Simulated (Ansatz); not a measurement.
Basis-set series for Cl₂H₂NNbO, SMILES `[NH2][Nb](=[O])([Cl])[Cl]`. Total charge 0; spin multiplicity 1. Nb takes the def2 core potential. Geometry: relaxed with PBE0-D4/def2-TZVP. It is one conformer, not always the lowest.

Z-matrix (Å, degrees):
```
Nb
O 1 1.681
Cl 1 2.301 2 110.6
N 1 1.939 2 103.7 3 117.9
Cl 1 2.301 2 110.6 3 -124.2
H 4 1.012 1 123.9 2 180.0
H 4 1.010 1 125.1 2 -0.0
```

| functional | basis | functions | energy (Eh) | HOMO (eV) | LUMO (eV) |
| --- | --- | --- | --- | --- | --- |
| PBE0-D4 | def2-TZVPP | 230 | -1108.45094 | -8.79 | -2.43 |
| PBE0-D4 | def2-QZVPP | 395 | -1108.48862 | -8.81 | -2.44 |
| ωB97M-V | def2-TZVPP | 230 | -1108.72359 | -11.03 | -0.33 |
| ωB97M-V | def2-QZVPP | 395 | -1108.75959 | -11.06 | -0.37 |

Task: Give the rows for def2-SVP. (An estimate is asked.)

Result: Ansatz gave: 
| functional | basis | functions | energy (Eh) | HOMO (eV) | LUMO (eV) |
| --- | --- | --- | --- | --- | --- |
| PBE0-D4 | def2-SVP | 105 | -1107.95974 | -8.73 | -2.34 |
| ωB97M-V | def2-SVP | 105 | -1108.23213 | -10.93 | -0.20 |
